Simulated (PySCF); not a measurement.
**Stretching BeHg**

Set-up: basis Be def2-SVPD, Hg def2-SVPD with ECP60; scalar-relativistic core potentials; PySCF 2.14. Energies in eV from Be + Hg in their ground configurations at the same level. State: ¹Σ⁺ (singlet), closed shell.

```
R (Å)     PBE0   revPBE    ωB97X
2.607  -0.0140   0.0180   0.0431
2.729  -0.0536  -0.0196  -0.0239
2.850  -0.0730  -0.0373  -0.0678
2.941  -0.0790  -0.0425  -0.0900
3.032  -0.0803  -0.0432  -0.1057
3.123  -0.0785  -0.0412  -0.1164
3.244  -0.0732  -0.0363  -0.1253
3.396  -0.0645  -0.0289  -0.1309
3.578  -0.0535  -0.0207  -0.1325
3.820  -0.0404  -0.0129  -0.1288
```

Task: Put a parabola through the three lowest points of the PBE0 curve and estimate Re, k and ωe (reduced mass 8.627 u; 1 eV/Å² = 0.16022 mdyn/Å; ωe = 1302.8·√(k/μ) cm⁻¹).

Result: Through R = 2.941, 3.032, 3.123 Å the second-order coefficient is 0.187 eV/Å², so Re ≈ 3.025 Å, k ≈ 0.0600 mdyn/Å and ωe ≈ 109 cm⁻¹. A polynomial fit of higher order to the unrounded PBE0 energies gives Re = 3.018 Å, k = 0.0635 mdyn/Å, ωe = 112 cm⁻¹; anharmonicity and rounding make the difference.

The higher-order fit for each curve: PBE0: Re = 3.018 Å, ωe = 112 cm⁻¹, De = 0.080 eV; revPBE: Re = 3.006 Å, ωe = 109 cm⁻¹, De = 0.043 eV. ΩB97X gives no reliable minimum on this grid.

Closed-shell solutions of metal pairs were not tested for spin polarisation, which can lower them a little. The bond is weak. Basis-set superposition, not corrected here, can be much of De in a small basis, most of all at correlated wavefunction levels. Functionals without a dispersion term scatter widely for such bonds, and LDA overbinds them. Spin–orbit coupling is left out.
